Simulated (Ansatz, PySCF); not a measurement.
Si(Br)(OH)(NH2)2 (BrH₅N₂OSi), SMILES N[Si](N)(O)Br. Atoms are numbered in the order given.

```xyz
10

N     -1.3372     1.5862     0.8702
Si    -0.2097     0.3170     0.8357
N      1.3337     0.9623     1.1665
O     -0.8608    -0.8294     1.8401
Br     0.1023    -0.7474    -1.1340
H     -1.1411     2.4623     0.4031
H     -2.3281     1.3897     0.9388
H      2.1741     0.5284     0.8069
H      1.4953     1.4924     2.0151
H     -0.6305    -1.7377     1.6243
```

Geometry optimised at PBE0-D3(BJ)/def2-SVP. This is a generated structure with no PubChem entry under its InChIKey; it may be hypothetical. The values are those of a single conformer.

Two levels are set side by side: PBE-D3(BJ)/def2-SVP (Ansatz, a program for electronic structure) and PBE0-D3(BJ)/def2-SVP (Ansatz). Each level has its own optimised geometry; the coordinates shown are those of the second. Frequencies come from the Hessian of PySCF at each geometry. Differences are taken from unrounded values.

| quantity | PBE0-D3(BJ) |
|---|---|
| mean bond length (Å) | 1.370 |
| bond N1–Si2 (Å) | 1.698 |
| bond Si2–N3 (Å) | 1.705 |
| bond Si2–O4 (Å) | 1.657 |
| bond Si2–Br5 (Å) | 2.261 |
| bond N1–H6 (Å) | 1.012 |
| bond N1–H7 (Å) | 1.013 |
| bond N3–H8 (Å) | 1.012 |
| bond N3–H9 (Å) | 1.014 |
| bond O4–H10 (Å) | 0.962 |
| highest harmonic wavenumber (cm⁻¹) | 3936 |
| mean harmonic wavenumber (cm⁻¹) | 1259 |
| zero-point energy (kcal/mol) | 43.21 |

Q: What does PBE-D3(BJ) give, and how far is it from PBE0-D3(BJ)? (An estimate is asked for; the answer gives what the named calculation found.)

A: 
```
quantity                            PBE-D3(BJ)  PBE-D3(BJ) minus PBE0-D3(BJ)
----------------------------------  ----------  ----------------------------
mean bond length (Å)                     1.384                         0.013
bond N1–Si2 (Å)                          1.713                         0.015
bond Si2–N3 (Å)                          1.722                         0.017
bond Si2–O4 (Å)                          1.676                         0.019
bond Si2–Br5 (Å)                         2.281                         0.021
bond N1–H6 (Å)                           1.021                         0.009
bond N1–H7 (Å)                           1.022                         0.009
bond N3–H8 (Å)                           1.021                         0.009
bond N3–H9 (Å)                           1.023                         0.010
bond O4–H10 (Å)                          0.973                         0.012
highest harmonic wavenumber (cm⁻¹)        3763                          -173
mean harmonic wavenumber (cm⁻¹)           1219                           -41
zero-point energy (kcal/mol)             41.82                         -1.39
```

GGA bonds tend to be longer and softer than those of functionals with exact exchange. Differences between two approximate levels are no errors against the true value.
